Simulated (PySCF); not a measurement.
Compound: C6H7FNO (doublet state).
Structure used (GFN2-xTB), in Å, numbered top down from 1:
```xyz
16
C6H7FNO angstrom
C      2.667   -0.275   -0.207
C      1.226   -0.577   -0.087
C      0.256    0.411   -0.031
N      0.531    1.723   -0.080
O     -0.638    2.390    0.002
C     -1.651    1.517    0.102
C     -1.179    0.245    0.088
C     -1.927   -1.035    0.172
F     -3.278   -0.809    0.248
H      3.212   -0.675    0.651
H      2.819    0.798   -0.266
H      3.084   -0.755   -1.095
H      0.916   -1.609   -0.036
H     -2.642    1.917    0.177
H     -1.646   -1.601    1.070
H     -1.755   -1.654   -0.718
```

The hyperfine couplings belong to this conformer and change with its torsions.

As a line formula: `C[CH]c1nocc1CF` [radical].

Method used: PySCF, UKS B3LYP, pcH-1 on C F H N O, non-relativistic, mean-field spin-orbit, GIAO. Isolated species at its GFN2-xTB geometry (one conformer only). The geometry wasn't refined by DFT: couplings that depend on bond lengths, twists or pyramidal angles can differ widely from those at the functional's own minimum. Stability of the SCF solution: not tested.

Task: Break the g tensor into its mass correction, gauge correction and orbital-Zeeman/spin–orbit terms.

Result: 
```tsv
Δg (ppm)	1	2	3
relativistic mass correction	-193	-193	-193
gauge correction	-15	33	40
orbital Zeeman/spin–orbit	-21	1439	2221
total	-229	1279	2068
```

So g = 2.00209, 2.00360, 2.00439 and g_iso = 2.00336; the tensor is rhombic: the two nearest values differ by 34 % of g3 − g1. Axes: g3 points within 15° of the C2–C3 bond.

Task: What effective moment and Curie constant follow for a powder?

Result: With the mean of g² = 4.0134 and S(S+1) = 0.75: μ_eff = √(⟨g²⟩S(S+1)) = 1.735 μB and χT = 0.12505·⟨g²⟩·S(S+1) = 0.376 cm³ K/mol (cgs; spin-Hamiltonian part alone).

Task: What are the electron Larmor frequencies g μB B/h along the three axes at 3350 mT?

Result: 93.8729, 93.9436, 93.9806 GHz for g1, g2 and g3, a range of 107.7 MHz.

Task: At 9.798 GHz, how far is the centre of the isotropic spectrum from where a free electron (g = 2.002319) resonates?

Result: B = hν/(g μB) with μB/h = 13.99624 MHz/mT gives 349.62 mT for the free electron and 349.44 mT at g_iso, 0.18 mT lower.

Task: In a frozen sample, at which fields do the three g values resonate at 9.5, 34, 94 and 263 GHz (hyperfine left aside), and which band first spreads them over more than twice a line width of 0.3 mT?

Result: 
| band | GHz | B(g3) mT | B(g2) mT | B(g1) mT | spread mT |
| --- | --- | --- | --- | --- | --- |
| X | 9.5 | 338.63 | 338.77 | 339.02 | 0.39 |
| Q | 34.0 | 1211.95 | 1212.43 | 1213.34 | 1.39 |
| W | 94.0 | 3350.69 | 3352.01 | 3354.54 | 3.84 |
| J | 263.0 | 9374.81 | 9378.50 | 9385.57 | 10.75 |

The spread grows in proportion to the frequency. Q band is the first where it exceeds 0.6 mT.

Largest spin populations (Mulliken): C2 (+0.77), N4 (+0.35), C3 (-0.18) and C7 (+0.09). The positive populations add up to 1.36 and the negative ones to -0.36, together 2S = 1. The angles at C2 add up to 360.0°, so it is planar; its axial dipolar tensor and the negative coupling of its proton fit spin in a p orbital normal to that plane.

The HOMO–LUMO gaps are 5.26 eV among the α and 4.57 eV among the β orbitals.

On an Intel Xeon at 2.70 GHz with one thread (shared host), this took 2.2 min of wall time (with the writing of density and orbital grids) and 1.1 GiB of memory at its peak.
